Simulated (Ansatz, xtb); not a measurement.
## C4H7FSi: which of two isomers lies lower

Structure X: `C=C/C(F)=C/[SiH3]`, a singlet. Structure Y: `C=C/C(F)=C\[SiH3]`, a singlet. Both are isolated molecules in the gas phase, relaxed with PBE0-D3(BJ)/def2-SVP; the shapes shown needn't be the lowest conformers.

X (Å):

```yaml
atoms:
  - { symbol: C, position_ang: [-3.1605, 0.2352, -0.5709] }
  - { symbol: C, position_ang: [-1.8787, -0.0701, -0.8062] }
  - { symbol: C, position_ang: [-0.7788, 0.3539, 0.0448] }
  - { symbol: C, position_ang: [0.5260, 0.0907, -0.1228] }
  - { symbol: F, position_ang: [-1.1604, 1.0871, 1.1012] }
  - { symbol: Si, position_ang: [1.8457, 0.6994, 1.0512] }
  - { symbol: H, position_ang: [-3.4456, 0.8353, 0.2963] }
  - { symbol: H, position_ang: [-3.9537, -0.1058, -1.2394] }
  - { symbol: H, position_ang: [-1.5937, -0.6694, -1.6753] }
  - { symbol: H, position_ang: [0.7891, -0.5100, -0.9978] }
  - { symbol: H, position_ang: [1.8640, 2.1923, 1.1192] }
  - { symbol: H, position_ang: [3.1734, 0.2247, 0.5591] }
  - { symbol: H, position_ang: [1.6282, 0.1715, 2.4323] }
```

Y (Å):

```yaml
atoms:
  - { symbol: C, position_ang: [-2.9784, 0.1472, -0.1299] }
  - { symbol: C, position_ang: [-1.6683, 0.1883, 0.1410] }
  - { symbol: C, position_ang: [-0.6669, 0.6916, -0.7871] }
  - { symbol: C, position_ang: [0.6583, 0.7687, -0.5801] }
  - { symbol: F, position_ang: [-1.1771, 1.1082, -1.9510] }
  - { symbol: Si, position_ang: [1.5523, 0.2428, 0.9707] }
  - { symbol: H, position_ang: [-3.6933, -0.2393, 0.5993] }
  - { symbol: H, position_ang: [-3.3652, 0.5004, -1.0885] }
  - { symbol: H, position_ang: [-1.2914, -0.1679, 1.1047] }
  - { symbol: H, position_ang: [1.2417, 1.1844, -1.4088] }
  - { symbol: H, position_ang: [1.1800, 1.0968, 2.1422] }
  - { symbol: H, position_ang: [3.0201, 0.3692, 0.7343] }
  - { symbol: H, position_ang: [1.2407, -1.1753, 1.3328] }
```

Q: Which of the two would you expect CCSD(T)/def2-SVP + ΔMP2/def2-TZVPP electronic energies to favour?

A: Too close to call at this level: CCSD(T)/def2-SVP + ΔMP2/def2-TZVPP gives E(Y) − E(X) = +0.042 eV.

The same difference at several levels:

```
                             level              geometry  E(Y) − E(X) (eV)  departure from the last row (eV)  job, with rough time for the two
                          GFN2-xTB              GFN2-xTB              −0.007                            −0.050              optimisation, 0.31 s
                         HF/STO-3G              GFN2-xTB              +0.057                            +0.014              single point, 0.57 s
                r2SCAN-D4/def2-SVP              GFN2-xTB              +0.069                            +0.027               single point, 4.8 s
              PBE0-D3(BJ)/def2-SVP  PBE0-D3(BJ)/def2-SVP              +0.057                            +0.015                optimisation, 54 s
                       HF/def2-SVP  PBE0-D3(BJ)/def2-SVP              +0.090                            +0.048           part of the CCSD(T) run
                      MP2/def2-SVP  PBE0-D3(BJ)/def2-SVP              +0.078                            +0.036           part of the CCSD(T) run
                  CCSD(T)/def2-SVP  PBE0-D3(BJ)/def2-SVP              +0.078                            +0.036                      single point
CCSD(T)/def2-SVP + ΔMP2/def2-TZVPP  PBE0-D3(BJ)/def2-SVP              +0.042                                                  single point, 73 s
```

As drawn, both hold the same kinds of bond in the same numbers.

The largest departure from CCSD(T)/def2-SVP + ΔMP2/def2-TZVPP is that of GFN2-xTB, 0.050 eV. The last row adds to CCSD(T) the change of the MP2 difference between the two basis sets, here −0.036 eV.

With thermal terms from frequencies at re-optimised GFN2-xTB minima (ideal gas, soft modes damped towards free rotors, one conformer each, 298.15 K, 1 atm): the zero-point term adds +0.006 eV; ΔH is +0.043 and ΔG +0.055 eV.

The correlated steps freeze 10 core orbitals. Run with Ansatz 0.2.0, xtb 6.7.1; the last row on 2 threads of AMD EPYC 7R43 64-Core Processor (Zen 3) on a shared host.
